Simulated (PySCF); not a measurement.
Gas-phase reaction: 2 As ⇌ As₂

Method: PySCF energies plus ideal-gas RRHO corrections (1 bar). † marks an energy on the PBE0/def2-TZVP geometry and frequencies; other levels use their own. Open shells (unrestricted): As (multiplicity 4); the rest are closed-shell singlets. As: all electrons, no relativistic terms.

LDA/def2-TZVP† gives ΔH°(298 K) = -514 kJ.

Problem. What do HF/def2-TZVP†, r2SCAN/def2-TZVP†, PBE0/def2-TZVP give?

Solution. HF/def2-TZVP†: -51 kJ; r2SCAN/def2-TZVP†: -380 kJ; PBE0/def2-TZVP: -363 kJ. For scale, ΔH°(298 K) is -514 kJ at this level, -360 kJ at ωB97M-V/def2-TZVP†, and runs from -668 to -32 kJ over the 20 levels computed.
